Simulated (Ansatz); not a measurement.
Species: SnCl$_{2}$, charge 0, multiplicity 3. This is an excited triplet: at this geometry the singlet lies 2.51 eV lower at RI-MP2/CBS(def2-TZVPPD,def2-QZVPPD)+[CCSD(T)-MP2]/def2-TZVPPD. SMILES: [Cl][Sn][Cl]
Geometry from a B3LYP-D3(BJ)/def2-TZVP (Ansatz, a program for electronic structure) optimisation:
```
Sn
Cl 1 2.3820
Cl 1 2.3820 2 119.10
```
Charge 0, spin multiplicity 3.

Parts of the frozen-core correlation energy in STO-3G (Ansatz, hartree). Frozen orbitals: 33; correlated occupied orbitals by spin: 10 and 8; virtual: 2 and 4. Open shells are spin-unrestricted. No spin-orbit coupling. In def2 rows, elements after Kr have scalar-relativistic effective core potentials. STO-3G rows are all-electron and non-relativistic.

```json
[
 {"term": "reference (HF)", "value": "-6872.53687"},
 {"term": "MP2 opposite-spin", "value": "[?]"},
 {"term": "MP2 same-spin", "value": "[?]"},
 {"term": "CCSD correlation", "value": "-0.02632"},
 {"term": "(T)", "value": "[?]"},
 {"term": "T1 diagnostic", "value": "0.010"},
 {"term": "largest doubles amplitude", "value": "0.050"},
 {"term": "<S^2> of the reference", "value": "2.003"}
]
```

### Question
Some entries are withheld; supply them.

### Answer

- MP2 opposite-spin, value: -0.01626
- MP2 same-spin, value: -0.00230
- (T), value: -0.00086
